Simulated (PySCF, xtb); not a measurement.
Se(F)4 cation (F4Se), SMILES F[Se](F)(F)F (connectivity only; charge and spin as stated), charge +1, multiplicity 2.

Harmonic wavenumbers (cm⁻¹) from GFN2-xTB (xtb) at its own minimum, in rising order: 143, 145, 182, 251, 253, 287, 371, 534, 561.

### Question
What does PySCF with B3LYP-D3(BJ)/def2-SVP give at its own minimum? (An estimate is asked for; the answer gives what the named calculation found.)

### Answer
182, 184, 273, 306, 323, 523, 575, 778, 789. Paired by order, the mean absolute difference is 134 cm⁻¹ and the zero-point energies are 3.9 and 5.6 kcal/mol.
